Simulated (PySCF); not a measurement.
Al(H)(vinyl)(OH) (C2H5AlO), SMILES C=[CH][AlH][OH].

The structure is a stationary point at PBE0-D3(BJ)/def2-SVP. One conformer was computed; it need not be the lowest.

These are M06-2X/def2-TZVP (PySCF) values and carry that method's errors.

Symmetry labels are those of the subgroup Cs that the program uses (full group Cs).

Computed valence orbital energies around the gap with their symmetry:
```csv
orbital,symmetry,energy (eV)
HOMO−7,A',-15.76
HOMO−6,A',-14.04
HOMO−5,A',-12.64
HOMO−4,A',-12.01
HOMO−3,A",-10.91
HOMO−2,A',-10.48
HOMO−1,A',-9.18
HOMO,A",-9.12
LUMO,A",-0.50
LUMO+1,A',0.99
LUMO+2,A",1.56
LUMO+3,A',1.67
```
